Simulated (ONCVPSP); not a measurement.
**Which change was made? (Te, ONCV)**

```json
{
  "Element": "Te",
  "Generator": "ONCVPSP 4.0.1",
  "Type": "optimised norm-conserving Vanderbilt (ONCV)",
  "Functional": "PBE",
  "Relativity": "fully relativistic",
  "Frozen core": "[Kr]",
  "Valence charge": "16",
  "Reference configuration": "4d10 5s1.5 5p4.5",
  "Partial waves": "5s: rc 1.50 bohr, ncon 3, nbas 7, qcut 3.6 1/bohr, 1 projector; 5p: rc 2.20 bohr, ncon 4, nbas 8, qcut 3.5 1/bohr, 2 projectors, debl 3.8 Ha; 4d: rc 1.35 bohr, ncon 5, nbas 9, qcut 11.5 1/bohr, 2 projectors, debl 1.9 Ha",
  "Local potential": "polynomial inside 1.30 bohr (lpopt 5, dvloc0 -1 Ha)",
  "Core correction": "none"
}
```

Open shells are filled in proportion to 2j + 1.

Cutoffs, loose and tight: the cutoffs (Ha) at which the residual kinetic energy of the hardest occupied pseudo-wave falls to 1 and 0.1 mHa per electron. They do not see the model core or the augmentation charge, which bear on the density cutoff. Test errors are all-electron minus pseudo excitation energies from the reference, over the configurations 4d10 5s2 5p4; 4d10 5s2 5p3; 4d10 5s2 5p2; 4d10 5s2 5p3.5; variants that change the core or the reference have their own tests.

The base gives: outcome: generated; cutoff, loose: 49 Ha; cutoff, tight: 65 Ha; bound ghosts: s; GHOST(+) flags above zero: p3/2, p1/2; largest test error (meV): +2.5.

(1) After one change the result is: outcome: generated; cutoff, loose: 72 Ha; cutoff, tight: 87 Ha; bound ghosts: s; GHOST(+) flags above zero: p3/2, p1/2; largest test error (meV): +1.9. Which change was it?
A. s: rc 1.06; local potential polynomial inside 1.06 bohr (lpopt 5, dvloc0 -1 Ha)
B. s: rc 1.42
C. s: rc 2.12

Answers

(1) B. The others give: s: rc 2.12 → outcome: generated; cutoff, loose: 49 Ha; cutoff, tight: 56 Ha; bound ghosts: s; GHOST(+) flags above zero: p3/2, p1/2; largest test error (meV): -2.9 | s: rc 1.06; local potential polynomial inside 1.06 bohr (lpopt 5, dvloc0 -1 Ha) → outcome: failed: ERROR pspot: first pseudo wave function has node, program will stop.
